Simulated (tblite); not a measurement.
Compound: C5H7Cl3O2.
SMILES with atom numbers: `[CH3:1][O:2][C@@H:3]1[O:4][CH2:5][C@@H:6]1[C:7]([Cl:8])([Cl:9])[Cl:10]` (hydrogens: H11, H12, H13 on C1; H14 on C3; H15, H16 on C5; H17 on C6)

Computed geometry: GFN2-xTB, gas phase.

Problem. List the bond lengths, angles and torsions at this level.

Solution. 
```csv
bond,length (Å),order
C1–O2,1.416,single
O2–C3,1.374,single
C3–O4,1.427,single
O4–C5,1.428,single
C5–C6,1.535,single
C6–C7,1.512,single
C7–Cl8,1.774,single
C7–Cl9,1.764,single
C7–Cl10,1.786,single
C3–C6,1.545,single
"C1–H11, C1–H12, C1–H13",1.092,single
C3–H14,1.105,single
C5–H15,1.092,single
C5–H16,1.092,single
C6–H17,1.091,single
```

Bonds in one row agree within 0.01 Å and their mean is given. Orders are formal, as drawn. A selection of angles:
```csv
angle,degrees
C1–O2–C3,113.6
O2–C3–O4,114.8
O2–C3–C6,114.2
O4–C3–C6,91.2
C3–O4–C5,92.8
O4–C5–C6,91.5
C5–C6–C7,117.6
C3–C6–C5,84.4
C3–C6–C7,117.8
C6–C7–Cl8,109.6
C6–C7–Cl9,113.5
C6–C7–Cl10,108.2
Cl8–C7–Cl9,109.0
Cl9–C7–Cl10,108.0
```

Dihedral angles: C1–O2–C3–O4 -70° (synclinal); O2–C3–O4–C5 -115° (anticlinal); C3–O4–C5–C6 -2° (synperiplanar); O4–C5–C6–C7 121° (anticlinal); C5–C6–C7–Cl8 -166° (antiperiplanar); O2–C3–C6–C5 116° (anticlinal).

O4 (cyclic ether oxygen) is bent (angle 92.8°). The 4-membered ring C3–O4–C5–C6 has internal angles of 84.4° to 92.8° (sum 360°, against 360° for a flat polygon); it is almost planar, 0.01 Å rms from its mean plane, widest ring torsion 2°. O2 (ether oxygen) is bent (angle 113.6°). The C–O distances run from 1.374 Å (O2–C3, drawn single) to 1.428 Å (O4–C5, drawn single), a spread of 0.054 Å. The 3 C–C bonds span 1.512 Å (C6–C7, drawn single) to 1.545 Å (C3–C6, drawn single), a spread of 0.033 Å. The 3 C–Cl bonds span 1.764 Å (C7–Cl9, drawn single) to 1.786 Å (C7–Cl10, drawn single), a spread of 0.022 Å. Of the pairs four or more bonds apart, O2···Cl9 is among the closest relative to their van der Waals radii: 2.88 Å, 88 % of the sum of Bondi's values.

Point group: C1 (no symmetry element, even within 0.4 Å). Its GFN2-xTB frequencies are all real (lowest 50 cm⁻¹). The numbers are those of one conformer.
